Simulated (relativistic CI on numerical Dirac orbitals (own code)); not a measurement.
## Electric-dipole transitions in Ag3+

These numbers are calculated, not measured: Dirac-Coulomb-Breit CI, orbitals from a KLI potential per configuration, a model potential for QED, valence Slater integrals scaled by 0.85, configuration energies shifted to the measured levels that pair with them (semi-empirical) (own radial code, finite nucleus).

Configurations in the expansion (outside the closed core [Ar] 3d10 4s2): 4p6 4d8, 4p6 4d7 5s, 4p6 4d7 5p, 4p6 4d7 4f, 4p6 4d6 5s2, 4p6 4d7 5d, 4p6 4d7 6s, 4p6 4d6 4f2, 4p6 4d7 6p, 4p5 4d9, 4p6 4d6 5s 5p, 4p6 4d7 6d, 4p6 4d7 5f, 4p6 4d7 5g, 4p6 4d7 6f, 4p6 4d6 5p2, 4p6 4d6 5s 5d, 4p4 4d10, 4p6 4d6 4f 5s, 4p5 4d8 4f. Levels of other configurations are missing.

```
λ vac (Å)                 Lower                   Upper   A (s⁻¹)  log gf  S velocity/length
   523.55      4p6 4d8 3P_2 [4]  4p6 4d7 5p 3D°_3 [139]  9.57e+08   -0.56               0.78
   531.54      4p6 4d8 3P_1 [5]  4p6 4d7 5p 3D°_2 [144]  1.45e+09   -0.51               0.80
   532.85      4p6 4d8 3F_4 [1]  4p6 4d7 5p 3D°_3 [109]  1.17e+09   -0.46               0.78
   538.18      4p6 4d8 3F_4 [1]  4p6 4d7 5p 3D°_3 [102]  2.17e+09   -0.18               0.76
   540.41      4p6 4d8 3F_2 [3]  4p6 4d7 5p 3D°_2 [117]  1.14e+09   -0.60               0.78
   542.43      4p6 4d8 3F_3 [2]  4p6 4d7 5p 3D°_2 [112]  1.47e+09   -0.49               0.76
   543.19      4p6 4d8 3P_2 [4]  4p6 4d7 5p 1F°_3 [129]  8.62e+08   -0.57               0.79
   543.57      4p6 4d8 3F_3 [2]  4p6 4d7 5p 3F°_2 [110]  1.37e+09   -0.52               0.78
   545.05      4p6 4d8 3F_4 [1]   4p6 4d7 5p 3G°_5 [92]  9.01e+08   -0.36               0.83
   545.97      4p6 4d8 3F_2 [3]  4p6 4d7 5p 3G°_3 [113]  1.54e+09   -0.32               0.82
   547.57      4p6 4d8 3F_4 [1]   4p6 4d7 5p 1G°_4 [89]  1.05e+09   -0.37               0.79
   548.09      4p6 4d8 3F_3 [2]  4p6 4d7 5p 3D°_3 [106]  2.18e+09   -0.16               0.79
   548.38      4p6 4d8 3F_4 [1]   4p6 4d7 5p 3G°_5 [87]  2.90e+09    0.16               0.81
   548.53      4p6 4d8 3F_3 [2]  4p6 4d7 5p 3G°_4 [105]  3.08e+09    0.10               0.82
   552.52      4p6 4d8 3P_2 [4]  4p6 4d7 5p 3P°_2 [122]  2.95e+09   -0.17               0.77
   552.95      4p6 4d8 3F_2 [3]  4p6 4d7 5p 3F°_2 [107]  2.60e+09   -0.22               0.79
   557.05      4p6 4d8 3F_3 [2]   4p6 4d7 5p 1F°_3 [93]  9.65e+08   -0.50               0.80
   560.67      4p6 4d8 3F_4 [1]   4p6 4d7 5p 3F°_4 [75]  2.87e+09    0.09               0.77
   560.97      4p6 4d8 3F_3 [2]   4p6 4d7 5p 3G°_3 [86]  1.38e+09   -0.34               0.78
   562.14      4p6 4d8 3F_2 [3]   4p6 4d7 5p 1F°_3 [93]  1.19e+09   -0.40               0.82
   575.82      4p6 4d8 3F_4 [1]   4p6 4d7 5p 3F°_3 [69]  1.72e+09   -0.22               0.75
   576.34      4p6 4d8 1G_4 [8]  4p6 4d7 5p 1G°_4 [127]  5.65e+09    0.40               0.78
   583.93      4p6 4d8 3F_4 [1]   4p6 4d7 5p 3D°_3 [66]  6.09e+08   -0.66               0.74
   585.73      4p6 4d8 3F_3 [2]   4p6 4d7 5p 3D°_2 [70]  1.20e+09   -0.51               0.75
   589.63      4p6 4d8 3F_4 [1]   4p6 4d7 5p 3F°_4 [63]  1.23e+09   -0.24               0.77
   595.30      4p6 4d8 3F_2 [3]   4p6 4d7 5p 3F°_2 [68]  1.03e+09   -0.56               0.76
   597.40      4p6 4d8 3F_4 [1]   4p6 4d7 5p 5G°_4 [57]  4.90e+08   -0.63               0.75
   597.89      4p6 4d8 3F_3 [2]   4p6 4d7 5p 3D°_3 [66]  8.72e+08   -0.49               0.76
   1456.5  4p6 4d7 5s 5F_5 [10]   4p6 4d7 5p 5G°_6 [53]  1.10e+09    0.66               0.69
   1567.9  4p6 4d7 5s 5F_5 [10]   4p6 4d7 5p 5F°_5 [49]  7.93e+08    0.51               0.66
```

Terms are leading LS components. Brackets give the number of a level in order of energy, since labels repeat. The list gives strong lines, with weight on those to low levels, without configurations that were not tied to measured data, among the lowest 400 of 6040 levels, so that lines to higher ones, which can be the strongest, are missing, and without lines across small gaps between configurations, and without 38 lines that miss the measured interval by over 3.5 %, start from a term whose rates miss tabulated ones by over 60 %, have gauges far apart or, lacking measured levels, span too small a gap for the errors found; lines with a level outside our table were not tested and can miss by more. Levels whose partners in the same complex of configurations lie outside the list can be far off, and so can their lines. Rates are taken at the computed energies, electric ones in the length gauge. A velocity-to-length ratio far from 1 marks an uncertain rate.

Configurations whose levels could be paired with our table of measured levels were shifted onto them, all but the ground configuration, by the median error of their levels; single terms can still be off by 1,000 to 2,000 cm⁻¹ or more, and rates follow the energies as ν³ (E1, M1) or ν⁵ (E2). The others borrow a shift and can be off by several thousand cm⁻¹ or more. The fine structure of a lone outer electron comes out too small, for d and f at times inverted, and misplaced configurations move strength between like terms. 37 of the 69 excited levels that our extract of the measured tables holds in this range could be paired (the sources list more); they are missed by 570 cm⁻¹ on average and 3349 at most, after the shifts were fitted to these levels, and levels without a partner can miss by more. Some levels of the ground configuration have no partner and can miss by 10 % or more.

LS names give the leading component of a level, which can be under half, so a name can repeat, a term be missing and a line seem to break the LS rules.
